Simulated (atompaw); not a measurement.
**Pseudopotential generation for indium: PAW (atompaw), LDA (PW92), scalar-relativistic.**

| Item | Value |
| --- | --- |
| Element | In (Z = 49) |
| Generator | atompaw 4.2.0.5 |
| Type | PAW |
| Functional | LDA (PW92) |
| Relativity | scalar-relativistic |
| Frozen core | [Ar] 3d10 |
| Valence charge | 21 |
| Reference configuration | 4s2 4p6 4d10 5s2 5p1 |
| Partial waves | 4s (bound): rc 1.55 bohr; 5s (bound): rc 1.60 bohr; 4p (bound): rc 1.45 bohr; 5p (bound): rc 0.50 bohr; 4d (bound): rc 1.00 bohr; 4d channel at -0.8 Ry: rc 1.00 bohr |
| Local potential | troulliermartins scheme with l = 3 at 0.5 Ry, radius 1.60 bohr |
| Core correction | smooth core density matched at 1.00 bohr |
| Augmentation charge | sinc compensation charge, radius 1.55 bohr; PAW radius 1.60 bohr; waves and projectors: custom rrkj gramschmidtortho |

All-electron outer shells of the reference configuration (LDA (PW92), scalar-relativistic, ld1.x):

| shell | level (eV) | outermost node (bohr) | outermost maximum (bohr) |
| --- | --- | --- | --- |
| 3p | -648.73 | 0.14 | 0.31 |
| 3d | -433.01 | – | 0.26 |
| 4s | -119.47 | 0.41 | 0.77 |
| 4p | -78.05 | 0.42 | 0.82 |
| 4d | -18.72 | 0.40 | 0.94 |
| 5s | -8.48 | 1.02 | 2.13 |
| 5p | -2.70 | 1.14 | 2.85 |

**Question.** Is a potential produced?

**Answer.** No. atompaw 4.2.0.5 stopped with "atompaw: The overlap operator has at least one negative eigenvalue!": the overlap operator built from these waves and projectors is not positive definite.
